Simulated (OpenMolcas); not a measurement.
**Si2H3F3: a line through the functionals**

Si2H3F3 has 8 atoms, charge 0, and is taken as a singlet. As SMILES, `F[Si](F)(F)[SiH3]`. The coordinates come from a PBE0-D4/def2-TZVP relaxation.

The dipole moment y, in D, basis cc-pVDZ; a is the functional's share of exact exchange. Programs: OpenMolcas 26.06.

```
functional     program     a  y (D)
    revPBE  OpenMolcas     0   1.83
      TPSS  OpenMolcas     0   1.86
     B3LYP  OpenMolcas   0.2      ?
      PBE0  OpenMolcas  0.25   2.10
     BHLYP  OpenMolcas   0.5   2.29
```

Task: Fit y = c + s·a to the known rows and predict B3LYP.

Result: 
1. Means of the 4 rows: a = 0.1875, y = 2.020.
2. Σ(Δa)² = 0.17188, Σ(Δa·Δy) = 0.155, so the slope is 0.155/0.17188 = 0.90179.
3. Intercept: 2.020 − (0.90179) × 0.1875 = 1.851. The largest residual of the fit is 0.024.
4. B3LYP: 1.851 + (0.90179) × 0.2 = 2.03 D.

The run gave 2.06 D, so the prediction is off by -0.03 D, more than the largest residual. More exact exchange makes the molecule more polar here.
